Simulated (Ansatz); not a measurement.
C2H7AlOSi (`[CH2]1OC[SiH2][AlH]1`), relaxed with RKS PBE-D4/def2-SVP in Ansatz from a rough embedded geometry. The force threshold is 0.03 eV/Å; the program also tests the step.

Charge 0, multiplicity 1.

Start:

```xyz
12

C    -0.368    0.879    1.145
O    -0.450    1.437   -0.096
C    -0.592    0.404   -1.011
Si    0.814   -0.830   -1.001
Al    1.048   -0.549    1.276
H    -0.027    1.694    1.912
H    -1.346    0.491    1.547
H    -1.574   -0.216   -0.827
H    -0.733    0.831   -2.034
H     0.459   -2.109   -1.424
H     2.000   -0.190   -1.674
H     0.769   -1.843    2.187
```

Task: How much energy does the relaxation release, and in how many steps? (Estimate.)

Result: Ansatz gave: 28.32 kcal/mol, in 11 steps.

Task: Which bonds change most? (Best estimate.)

Result: The calculation gave: Si4–Al5 from 2.306 to 2.435 Å; Si4–H10 from 1.393 to 1.511 Å; C3–Si4 from 1.872 to 1.954 Å; C1–O2 from 1.363 to 1.442 Å.

Task: Give the relaxed structure. (Best estimate.)

Result: Ansatz gave: 
```xyz
12

C    -0.551    0.733    1.305
O    -0.270    1.360    0.036
C    -0.534    0.506   -1.081
Si    0.762   -0.956   -1.074
Al    0.813   -0.743    1.350
H    -0.384    1.514    2.077
H    -1.628    0.437    1.377
H    -1.583    0.118   -1.056
H    -0.434    1.138   -1.987
H     0.226   -2.235   -1.675
H     1.968   -0.536   -1.876
H     1.615   -1.337    2.604
```
